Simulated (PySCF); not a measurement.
F₄H₂OTi, SMILES [F][Ti]([F])(<-[OH2])([F])[F], multiplicity 1.

Geometry: PBE0-D3(BJ)/def2-SVP. The spin state was assumed, not searched.

Two levels are set side by side: PBE/def2-TZVP (PySCF) and ωB97X/def2-TZVP (PySCF). Same geometry, gas phase. Differences are taken from unrounded values.

| quantity | ωB97X | PBE | PBE minus ωB97X |
|---|---|---|---|
| orbital gap (eV) | 13.25 | 5.50 | -7.75 |
| highest occupied level (eV) | -13.46 | -8.90 | 4.56 |
| lowest empty level (eV) | -0.21 | -3.41 | -3.19 |
| dipole moment (D) | 4.19 | 4.00 | -0.19 |
| mean polarisability (bohr³) | 36.9 | 39.9 | 3.0 |

Without exact exchange PBE keeps part of each electron's self-repulsion, which lifts occupied levels and narrows the gap. Loosely held outer electrons make PBE densities more polarisable. Differences between two approximate levels are no errors against the true value.

Rough cost on one machine, each run with all the roots and properties that it gave: ωB97X against PBE within a factor of 2.
